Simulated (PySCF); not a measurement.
In(F)2(GeH3) (F₂GeH₃In), SMILES [In]([F])([F])[GeH3].

Geometry optimised at PBE0-D3(BJ)/def2-SVP. The structure was generated by enumeration; whether it is a known compound was not checked. The def2 effective core potentials stand for the cores of In; spin–orbit coupling is left out.

Calculation: TDA-PBE/def2-SVPD (PySCF).

Vertical excitations. Gas-phase values at a fixed geometry.

| state | energy (eV) | λ (nm) | f | main pairs |
|---|---|---|---|---|
| S1 | 5.29 | 234 | 0.030 | HOMO→LUMO+1 91 % |
| S2 | 5.37 | 231 | 0.175 | HOMO→LUMO 68 %, HOMO−4→LUMO 24 % |
| S3 | 5.39 | 230 | 0.008 | HOMO−1→LUMO 93 % |
| S4 | 5.47 | 227 | 0.000 | HOMO−2→LUMO 97 % |
| S5 | 5.57 | 223 | 0.000 | HOMO−1→LUMO+1 98 % |
| S6 | 5.82 | 213 | 0.015 | HOMO−3→LUMO 96 % |
| S7 | 5.90 | 210 | 0.001 | HOMO−2→LUMO+1 77 %, HOMO−5→LUMO 18 % |
| S8 | 6.11 | 203 | 0.056 | HOMO−3→LUMO+1 49 %, HOMO−4→LUMO 42 % |
| S9 | 6.26 | 198 | 0.028 | HOMO−4→LUMO+1 92 % |
| S10 | 6.46 | 192 | 0.002 | HOMO−5→LUMO+1 90 % |
| T1 | 4.44 | 279 | 0 | HOMO→LUMO 99 % |
| T2 | 4.76 | 260 | 0 | HOMO→LUMO+1 98 % |
| T3 | 5.09 | 244 | 0 | HOMO−1→LUMO 99 % |
| T4 | 5.24 | 237 | 0 | HOMO−2→LUMO 98 % |
Triplets are in the Tamm–Dancoff approximation.
